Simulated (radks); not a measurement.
Spherical quantum dot in the effective-mass picture: electrons in a hard-walled sphere of radius 1.97, with a point charge +2 (a donor) at the centre, all in effective atomic units (hartree* = m*/eps^2 hartree, bohr* = eps/m* bohr), one dielectric constant everywhere. Method: non-relativistic Kohn-Sham, LDA (Slater exchange, Perdew-Wang correlation), spin-polarised, spherical densities; computed with a radial shooting solver with Libxc functionals. Levels are named by radial order and angular momentum (1s, 1p, 1d, 2s, ...), and open shells are averaged over m.

N = 30, configuration 1s2 1p6 1d10 2s2 1f(up 7, down 3). This is the lowest configuration that the search found. Occupied and some empty levels:

level    occupation  eigenvalue (hartree*)  <r> (bohr*)
1s up             1                 19.715        1.139
1s down           1                 19.781        1.130
1p up             3                 20.684        1.313
1p down           3                 20.765        1.311
1d up             5                 21.986        1.382
1d down           5                 22.073        1.381
2s up             1                 22.617       0.8281
2s down           1                 22.651       0.8343
1f up             7                 23.683        1.431
1f down           3                 23.773        1.431
1g up             0                 25.754        1.469
1g down           0                 25.845        1.469
2p up             0                 25.978        1.004
2p down           0                 26.020        1.004
2d up             0                 28.949        1.111
2d down           0                 29.001        1.110

Energy (hartree*): total 369.253, kinetic 142.02, external -52.057, Hartree 305.51, exchange-correlation -26.220.

Electron density:

r (bohr*)  n(r) (e/bohr*^3)
0.104                 4.838
0.251                 2.707
0.398                 1.552
0.545                0.9685
0.693                0.7572
0.840                0.8157
0.987                 1.069
1.13                  1.411
1.28                  1.681
1.43                  1.680
1.58                  1.288
1.72                 0.6400
1.87                 0.1132
